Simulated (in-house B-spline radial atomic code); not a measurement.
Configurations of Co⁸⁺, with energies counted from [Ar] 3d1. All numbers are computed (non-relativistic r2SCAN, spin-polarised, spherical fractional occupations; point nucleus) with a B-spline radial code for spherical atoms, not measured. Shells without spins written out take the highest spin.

Occupations are held fixed; configurations that lie above the ionisation limit could autoionise.

```tsv
configuration	E - E(ref) (eV)	highest orbital	its <r> (bohr)
[Ne] 3s2 3p(2 up, 3 down) 3d(2 up, 0 down)	61.302	3d up	0.7211
[Ar] 4s1	67.796	4s up	1.587
[Ar] 4p(1 up, 0 down)	80.249	4p up	1.668
[Ne] 3s2 3p5 3d1 4p1	138.13	4p up	1.66
[Ne] 3s2 3p5 3d1 4f1	172.54	4f up	1.821
```

**Question.** Order these further configurations by energy, lowest first.
A. [Ar] 4f1
B. [Ne] 3s2 3p(3 up, 2 down) 3d(1 up, 0 down) 4d(0 up, 1 down)
C. [Ne] 3s2 3p5 3d1 4d1
D. [Ne] 3s2 3p5 3d2
E. [Ar] 4d(1 up, 0 down)

**Answer.** D (56.611 eV), E (99.018 eV), A (114.64 eV), C (157.01 eV), B (157.85 eV).

**Question.** How far above the reference does [Ne] 3s2 3p5 3d1 4s1 lie?

**Answer.** 125.66 eV; its least bound orbital is 4s up with <r> = 1.58 bohr.
